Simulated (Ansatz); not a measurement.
Ansatz (an electronic-structure program) input (r2SCANh/def2-TZVPD):

Ansatz 0.2 input:
```yaml
crystal:
  periodic: [false, false, false]
  atoms:
    - {symbol: Cu, position_ang: [-0.00000000, -0.00000000, -0.40395224]}
    - {symbol: F, position_ang: [0.00000000, 0.00000000, 1.30162387]}
basis:
  gaussian:
    orbitals: def2-TZVPD
hamiltonian:
  xc: {name: r2SCANh}
total_charge: 1
magnetization: {spin_polarized: true, initial_magnetization: 1}
output: {forces: true}
```

Output:

```
Functional definition: r2SCANh
integrals: 0.02 GiB planned
679 factors; their error is unknown
mean field: 0.35 GiB planned
mean field evaluation 1: about -47330.8689 eV, gradient 9.8e1 eV
mean field evaluation 2: about -47066.8779 eV, gradient 3.7e2 eV
mean field evaluation 4: about -47338.2265 eV, gradient 5.7e1 eV
mean field evaluation 8: about -47346.2952 eV, gradient 5.3e-1 eV
mean field evaluation 16: about -47346.3343 eV, gradient 3.6e-4 eV
mean field evaluation 32: about -47346.0800 eV, gradient 7.6e0 eV
mean field -47346.33434216 eV, -1739.9456945765 hartree, gradient 1.0e-5 eV, S^2 0.752823; 1 other end points of the search recorded, 0 dependent functions left out
the calculation of the forces begins
reference -47346.33435793 eV, -1739.9456951560 hartree; 19, 18 occupied and 69, 70 virtual orbitals, 679 factors
Total energy: -47346.33435793 eV, -1739.9456951560 hartree
Atom 0 at    -0.000000    -0.000000    -0.403952 Å, force     0.000000     0.000000     0.508914 eV/Å
Atom 1 at     0.000000     0.000000     1.301624 Å, force    -0.000000    -0.000000    -0.508914 eV/Å
Dipole moment:    -0.000000    -0.000000    -1.003837 e Å
```

The spin state was set by rule; other spins were not relaxed.
